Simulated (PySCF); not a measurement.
4-fluoro-1,3-thiazole (C3H2FNS), SMILES Fc1cscn1.

The structure is a stationary point at PBE-D3(BJ)/def2-SVP.

Level of theory: PBE-D3(BJ)/def2-SVP in PySCF.

Frequencies are harmonic and unscaled.

| mode | ν (cm⁻¹) | IR (km/mol) | moving atoms (share of kinetic energy) |
|---|---|---|---|
| 1 | 266 | 0.3 | C 45 %, F 28 %, S 13 %, N 11 % |
| 2 | 420 | 0.4 | F 44 %, C 23 %, N 17 %, S 12 % |
| 3 | 491 | 1.0 | C 58 %, N 17 %, H 14 %, S 10 % |
| 4 | 554 | 2.3 | S 47 %, F 31 %, C 19 % |
| 5 | 657 | 6.3 | H 61 %, C 24 %, N 15 % |
| 6 | 668 | 6.1 | N 28 %, C 27 %, S 21 %, F 20 % |
| 7 | 687 | 7.1 | C 62 %, H 26 %, N 11 % |
| 8 | 769 | 52.8 | H 79 %, C 21 % |
| 9 | 818 | 9.2 | C 62 %, S 16 %, H 15 % |
| 10 | 868 | 20.0 | C 65 %, H 24 %, S 8 % |
| 11 | 963 | 29.9 | N 41 %, C 29 %, H 22 %, F 8 % |
| 12 | 1114 | 13.5 | H 60 %, C 32 % |
| 13 | 1220 | 8.1 | H 68 %, C 24 % |
| 14 | 1377 | 93.9 | C 70 %, N 22 % |
| 15 | 1462 | 16.7 | C 59 %, N 35 % |
| 16 | 1546 | 221.9 | C 84 %, N 9 % |
| 17 | 3160 | 0.7 | H 91 %, C 9 % |
| 18 | 3213 | 7.5 | H 91 %, C 9 % |
